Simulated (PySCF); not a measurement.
SMILES O[Si](O)(OC)OC (C2H8O4Si), GFN2-xTB optimised geometry.

```
15

C     -0.39    -0.37     2.59
O     -0.85    -0.46     1.27
Si    -0.36     0.43     0.00
O     -0.82     1.99     0.00
O      1.27     0.43     0.00
O     -1.08    -0.22    -1.30
C     -1.08    -1.57    -1.68
H     -0.65     0.60     3.03
H     -0.86    -1.17     3.16
H      0.70    -0.49     2.63
H     -1.73     2.20    -0.21
H      1.73     1.08    -0.52
H     -1.75    -1.67    -2.54
H     -0.08    -1.90    -1.95
H     -1.44    -2.20    -0.86
```

Density from CAM-B3LYP/def2-TZVP (PySCF 2.14.0) at that geometry.

Minimum of the electron density along straight lines between bonded atoms, close to the bond critical point (lines longer than 1.1 times the sum of covalent radii, or with two minima, are not listed):

```csv
bond,length / Å,ρ at the minimum / e bohr⁻³,∇²ρ there / e bohr⁻⁵,position (fraction from the first atom)
C1–O2,1.404,0.258,-0.50,0.35
O2–Si3,1.622,0.147,0.88,0.59
Si3–O4,1.627,0.146,0.87,0.41
Si3–O5,1.627,0.146,0.87,0.41
Si3–O6,1.622,0.147,0.88,0.41
O6–C7,1.403,0.259,-0.51,0.65
C1–H8,1.092,0.286,-1.02,0.65
C1–H9,1.090,0.287,-1.03,0.65
C1–H10,1.091,0.287,-1.03,0.65
O4–H11,0.953,0.361,-2.50,0.81
O5–H12,0.954,0.360,-2.50,0.81
C7–H13,1.090,0.287,-1.03,0.65
C7–H14,1.092,0.286,-1.02,0.65
C7–H15,1.091,0.287,-1.03,0.65
```
